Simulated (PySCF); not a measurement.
F₃Sn, multiplicity 2. Atoms are numbered in the order given.

```xyz
4

Sn     0.0000     0.0000     0.2655
F      1.5527     0.8964    -0.4917
F      0.0000    -1.7929    -0.4917
F     -1.5527     0.8964    -0.4917
```
Charge 0, spin multiplicity 2.

Coordinates come from a B3LYP-D3(BJ)/def2-SVP optimisation. The multiplicity is an assumed one; other spin states were not compared. The isomer is the one that the SMILES or the coordinates give; other isomers of the formula were not compared. The def2 effective core potentials stand for the cores of Sn; spin–orbit coupling is left out.

All values below come from B3LYP/def2-TZVPD (PySCF).

Mulliken values depend strongly on the basis, most of all with diffuse functions as here. ESP charges are fitted to the potential on shells at 1.4 to 2.0 van der Waals radii. Atomic charges (e):

```tsv
atom	ESP fit	Mulliken	Mulliken spin
Sn1	0.94	1.59	0.70
F2	-0.31	-0.53	0.10
F3	-0.31	-0.53	0.10
F4	-0.31	-0.53	0.10
```
